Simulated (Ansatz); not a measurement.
Another site gives an ion 1.27 eV lower (`[NH-]C=O`) at the level frozen-core CCSD(T)/aug-cc-pVTZ // r2SCAN-D4/def2-TZVPD (Ansatz, a first-principles code).

Species: CH2NO, SMILES `[C-](=O)N` (not the most acidic site) (charge -1, multiplicity 1), formula CH2NO.

### Question
How many basis functions does frozen-core CCSD(T)/aug-cc-pVTZ // r2SCAN-D4/def2-TZVPD in Ansatz use, how many core orbitals are frozen, and how many electrons are correlated?

### Answer
184 basis functions and 3 frozen orbitals, which leaves 18 correlated electrons. Core time is of the order of seconds.
